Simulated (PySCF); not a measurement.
## `COC=C=CB(C)C`, C6H11BO

Geometry:
| atom | x (Å) | y (Å) | z (Å) |
| --- | --- | --- | --- |
| C1 | 4.370 | -0.300 | -0.604 |
| O2 | 2.983 | -0.300 | -0.808 |
| C3 | 2.264 | 0.265 | 0.194 |
| C4 | 1.118 | 0.883 | 0.010 |
| C5 | -0.076 | 1.420 | -0.132 |
| B6 | -1.389 | 0.560 | -0.133 |
| C7 | -2.747 | 1.280 | -0.472 |
| C8 | -1.348 | -0.977 | 0.179 |
| H9 | 4.820 | -0.878 | -1.422 |
| H10 | 4.641 | -0.777 | 0.357 |
| H11 | 4.788 | 0.723 | -0.617 |
| H12 | 2.669 | 0.161 | 1.213 |
| H13 | -0.130 | 2.510 | -0.278 |
| H14 | -2.803 | 2.311 | -0.091 |
| H15 | -2.785 | 1.367 | -1.576 |
| H16 | -3.647 | 0.725 | -0.168 |
| H17 | -1.783 | -1.120 | 1.187 |
| H18 | -0.343 | -1.421 | 0.182 |
| H19 | -2.002 | -1.548 | -0.501 |

Computed, not measured: quadratic response CAM-B3LYP/aug-cc-pVDZ first hyperpolarisability, Taylor convention, gas phase in PySCF. Geometry: PBE0-D3(BJ)/def2-SVP.

(1) Give the tensor of the second harmonic β(−2ω;ω,ω) at 1907 nm in the axes of these coordinates.

Answers

(1) In au, Taylor convention; rows are the first index (the induced dipole):
|  | xx | yy | zz | xy | xz | yz |
| --- | --- | --- | --- | --- | --- | --- |
| x | +125.2 | +15.1 | +2.0 | -3.2 | -61.0 | +26.0 |
| y | -3.7 | -110.0 | +5.3 | +14.7 | +25.8 | -22.8 |
| z | -59.6 | -22.4 | -39.7 | +25.6 | +1.9 | +5.2 |

Norm of βᵢ = ⅓ Σⱼ (βᵢⱼⱼ + βⱼᵢⱼ + βⱼⱼᵢ): 216.6 au, hyper-Rayleigh value 89.5 au.
